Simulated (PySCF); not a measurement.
CH₆F₂OSi₂, SMILES F[SiH2]C([SiH2]F)O.

Geometry: ωB97X-D3(BJ)/def2-SVP. This is a generated structure with no PubChem entry under its InChIKey; it may be hypothetical. Other conformers were not sampled.

Method: CAM-B3LYP/def2-TZVP (PySCF).

Symmetry labels are those of the subgroup Cs that the program uses (full group Cs).

Computed valence orbital energies around the gap with their symmetry:
```csv
orbital,symmetry,energy (eV)
HOMO−7,A",-14.19
HOMO−6,A',-13.89
HOMO−5,A',-13.45
HOMO−4,A",-12.50
HOMO−3,A',-11.56
HOMO−2,A",-11.30
HOMO−1,A',-10.85
HOMO,A",-9.18
LUMO,A',0.19
LUMO+1,A',1.09
LUMO+2,A',1.58
LUMO+3,A",1.80
```
